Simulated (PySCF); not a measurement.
A small calculation by hand: refractive index and permittivity of the vapour

Ga(H)(F)(Me) (CH4FGa), SMILES [CH3][GaH][F].

Coordinates come from a B3LYP-D3(BJ)/def2-TZVP optimisation.

HF/def2-TZVPD in PySCF gives a mean static polarisability of 37.5 bohr³ and a dipole moment of 2.95 D. Take an ideal gas at 298.15 K and 1 bar, whether or not the substance is that volatile.

Task: Work out n − 1 in the optical limit and the static ε − 1.

Result: 
Polarisability volume α' = 37.5 × 0.148185 = 5.56 Å³. Number density N = p/kT = 2.43e-5 Å⁻³.
Dilute limit of Lorentz–Lorenz: n − 1 = 2π N α' = 0.00085.
Orientation term of Debye: μ²/(3kT) = 8.098 Å³ × μ²(D²) = 70.47 Å³.
ε − 1 = 4π N (α' + μ²/3kT) = 0.023. Orientation of the dipole supplies 93 % of the static response; it can't follow optical fields. Vibrational polarisation and dispersion are left out.
